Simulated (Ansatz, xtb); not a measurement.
**FH7OSi3: which of two isomers lies lower**

Structure I: `O[Si](F)([SiH3])[SiH3]`, a singlet. Structure II: `O[SiH2][SiH2][SiH2]F`, a singlet. Both are isolated molecules in the gas phase, relaxed with B3LYP-D3(BJ)/def2-SVP; the shapes shown needn't be the lowest conformers.

I (Å):

```xyz
12

F    -0.6166   -0.7422   -0.6642
O    -2.7312    0.7836    0.0208
Si   -1.2438    0.2167    0.5105
Si   -1.4422   -1.1526    2.4178
Si    0.1261    2.1076    0.7404
H    -3.4541    0.1485   -0.0583
H    -0.1270   -1.7601    2.7754
H    -1.9288   -0.3380    3.5712
H    -2.4289   -2.2455    2.1592
H    -0.4159    2.9792    1.8242
H     0.1837    2.8759   -0.5366
H     1.5035    1.6744    1.1193
```

II (Å):

```xyz
12

F     0.2602    1.1716    2.7801
O     0.5810   -0.1745   -1.8605
Si   -1.0875   -0.0052   -2.0207
Si   -1.6551    0.6858    0.1528
Si    0.4417    0.7086    1.2186
H     1.0937   -0.4588   -2.6268
H    -1.7304   -1.2971   -2.4145
H    -1.4341    1.0033   -3.0696
H    -2.2780    2.0428    0.1583
H    -2.5876   -0.2747    0.8140
H     1.0472   -0.6503    1.2259
H     1.3572    1.6850    0.5694
```

Q: Which of the two would you expect CCSD(T)/def2-SVP + ΔMP2/def2-TZVPP electronic energies to favour?

A: Structure I; the calculation gives E(II) − E(I) = +3.7 kcal/mol.

How the difference moves with the method:

```tsv
level	geometry	E(II) − E(I) (kcal/mol)	departure from the last row (kcal/mol)	job, with rough time for the two
B3LYP-D3(BJ)/def2-SVP	B3LYP-D3(BJ)/def2-SVP	+3.8	+0.2	optimisation, 81 s
HF/def2-SVP	B3LYP-D3(BJ)/def2-SVP	+2.3	−1.3	part of the CCSD(T) run
MP2/def2-SVP	B3LYP-D3(BJ)/def2-SVP	+2.6	−1.1	part of the CCSD(T) run
CCSD(T)/def2-SVP	B3LYP-D3(BJ)/def2-SVP	+3.0	−0.7	single point
CCSD(T)/def2-SVP + ΔMP2/def2-TZVPP	B3LYP-D3(BJ)/def2-SVP	+3.7		single point, 23 s
```

As drawn, both hold the same kinds of bond in the same numbers.

None of the levels shown reverses the order. The largest departure from CCSD(T)/def2-SVP + ΔMP2/def2-TZVPP is that of HF/def2-SVP, 1.3 kcal/mol. Levels run at GFN2-xTB geometries aren't shown. The last row adds to CCSD(T) the change of the MP2 difference between the two basis sets, here +0.7 kcal/mol.

With thermal terms from frequencies at re-optimised GFN2-xTB minima (ideal gas, soft modes damped towards free rotors, one conformer each, 298.15 K, 1 atm): on the last row, ΔE + ΔZPE = +4.5, ΔH = +4.0, ΔG = +5.1 kcal/mol.

The correlated steps freeze 17 core orbitals. Run with Ansatz 0.2.0, xtb 6.7.1; the last row on 2 threads of Intel(R) Xeon(R) 6975P-C (Granite Rapids) on a shared host.
